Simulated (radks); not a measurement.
Results of a calculation; reference values are marked as such.
Valence configurations of Se+ (all share [Ar]). Code: a radial shooting solver on a logarithmic mesh with Libxc functionals. Model: Dirac Kohn-Sham, PBEsol, spin-unpolarised, spherical densities, point nucleus; open shells fill j = l - 1/2 first. Energies are relative to 3d10 4s2 4p3; eigenvalues in eV.

| valence | E (eV) | e(3d3/2) | e(3d5/2) | e(4p1/2) | e(4p3/2) | e(4s1/2) |
|---|---|---|---|---|---|---|
| 3d10 4s2 4p3 | 0.000 | -63.975 | -63.079 | -15.646 | -15.201 | -26.784 |
| 3d10 4s1 4p4 | 11.673 | -65.630 | -64.733 | -16.366 | -15.905 | -27.667 |
| 3d9 4s2 4p4 | 52.940 | -76.080 | -75.134 | -17.565 | -17.040 | -29.553 |
| 3d9 4s1 4p5 | 65.534 | -77.621 | -76.674 | -18.229 | -17.688 | -30.360 |
| 3d8.5 4s1 4p5.5 | 96.341 | -83.807 | -82.834 | -19.149 | -18.568 | -31.673 |
| 3d9.5 4s1 4p4.5 | 37.334 | -71.561 | -70.639 | -17.303 | -16.801 | -29.026 |
| 3d8 4s1 4p6 | 129.82 | -90.115 | -89.116 | -20.062 | -19.441 | -32.967 |
| 3d10 4p5 | 23.522 | -67.223 | -66.324 | -17.046 | -16.568 | - |
| 3d8.5 4s2 4p4.5 | 83.309 | -82.317 | -81.345 | -18.507 | -17.941 | -30.898 |
| 3d9.5 4s2 4p3.5 | 25.193 | -69.965 | -69.044 | -16.612 | -16.127 | -28.183 |

NIST lists [Ar] 3d10 4s2 4p3 as the ground configuration; this level of theory agrees among the configurations tried. The energies are those of spherical spin-averaged densities, not of single terms.
